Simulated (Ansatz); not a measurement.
The cluster Ge6⁺, relaxed as a doublet with UKS PBE-D4/def2-SVP in Ansatz, starting from the GFN1-xTB geometry. Force threshold 0.02 eV/Å.

The structure comes from a short search, and lower isomers may exist.

Start:

```xyz
6

Ge    0.9612   -1.7264    0.6585
Ge    0.2115    0.7325    1.0837
Ge    1.9677   -0.0058   -0.6875
Ge   -1.9211    0.7731   -0.4412
Ge    0.1856    1.4730   -1.3803
Ge   -1.4049   -1.2464    0.7669
```

```
         step   energy (eV)  largest force component (eV/Å)  SCF passes
            1  -339010.6126                           1.566          28
            2  -339011.1233                           0.235          35
            3  -339011.2235                           0.340          45
            4  -339011.4231                           0.394          37
            5  -339011.5901                           0.389          30
            6  -339011.6785                           0.361          38
            7  -339011.7775                           0.309          38
            8  -339011.8912                           0.257          37
            9  -339012.0000                           0.433          42
           10  -339012.1876                           0.379          43
           11  -339012.3313                           0.874          35
           12  -339012.5486                           0.523          29
           13  -339012.6382                           0.636          29
14 (rejected)  -339012.6286                           0.573          29
           15  -339012.6743                           0.311          24
           16  -339012.7129                           0.199          25
17 (rejected)  -339012.7060                           0.416          24
           18  -339012.7226                           0.046          24
           19  -339012.7241                           0.030          24
           20  -339012.7242                           0.027          23
           21  -339012.7244                           0.008          22
```

Force components are those of the run's own axes.

End:

```xyz
6

Ge    0.843   -1.724    0.262
Ge    0.319    0.417    1.475
Ge    1.844    1.203   -0.409
Ge   -1.308    1.422   -0.160
Ge    0.036   -0.184   -1.555
Ge   -1.735   -1.134    0.388
```

Bonds lost: Ge1–Ge3, Ge2–Ge5 (atoms count from 1). Bonds formed: Ge1–Ge5, Ge5–Ge6 (atoms count from 1).

No frequencies were taken in this run, so the end may be a saddle point.

It took 1.7 min on 4 threads of Arm Neoverse V2 on a shared host.
